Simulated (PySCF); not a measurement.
# Correlation energy of Pr (praseodymium, neutral)

Starting occupation: [Xe] 4f3 6s2, 4f5/2 with m_j = +1/2, +3/2, +5/2. All numbers are calculated (PySCF 2.14, X2C-1e with screened-nucleus spin-orbit coupling, Gaussian nucleus, in x2c-SVPall-2c with one added diffuse shell each of s, p, d, f type (8s11p10d4f1g, 128 functions)). Frozen: [Ar] 3d10; 31 electrons correlated; the 16 highest virtual spinors left out.

MP2 pair energies summed by pair of shells (mhartree):

| pair | energy | share (%) |
| --- | --- | --- |
| 4d-4d | -239.03 | 28.6 |
| 4d-5p | -117.47 | 14.0 |
| 5p-5p | -115.88 | 13.9 |
| 4d-4p | -71.58 | 8.6 |
| 4f-5p | -50.48 | 6.0 |
| 4d-4f | -40.66 | 4.9 |
| 5p-5s | -29.24 | 3.5 |
| 5p-6s | -28.88 | 3.5 |
| 4p-4p | -25.68 | 3.1 |
| 4d-5s | -22.25 | 2.7 |
| 6s-6s | -16.74 | 2.0 |
| 4f-4p | -12.07 | 1.4 |
| 4p-5p | -10.84 | 1.3 |
| 4f-4f | -9.48 | 1.1 |
| 4d-4s | -8.46 | 1.0 |
| 4p-5s | -6.06 | 0.7 |
| 5s-5s | -5.40 | 0.6 |
| 4d-6s | -5.20 | 0.6 |
| 4f-6s | -5.17 | 0.6 |
| 4p-4s | -4.89 | 0.6 |
| 4f-5s | -4.46 | 0.5 |
| 4s-4s | -1.74 | 0.2 |
| 5s-6s | -1.53 | 0.2 |
| 4s-5p | -1.27 | 0.2 |
| 4f-4s | -1.05 | 0.1 |
| 4s-5s | -0.54 | 0.1 |
| 4p-6s | -0.47 | 0.1 |
| 4s-6s | -0.05 | 0.0 |

Total MP2 correlation energy: -836.58 mhartree.

The GHF reference relaxed away from the jj start to a determinant that is no pure jj level (⟨S²⟩ = 3.74, ⟨J²⟩ = 26.92); the energies belong to that determinant.

This basis was not built for core-valence correlation, so the inner-shell part is incomplete.
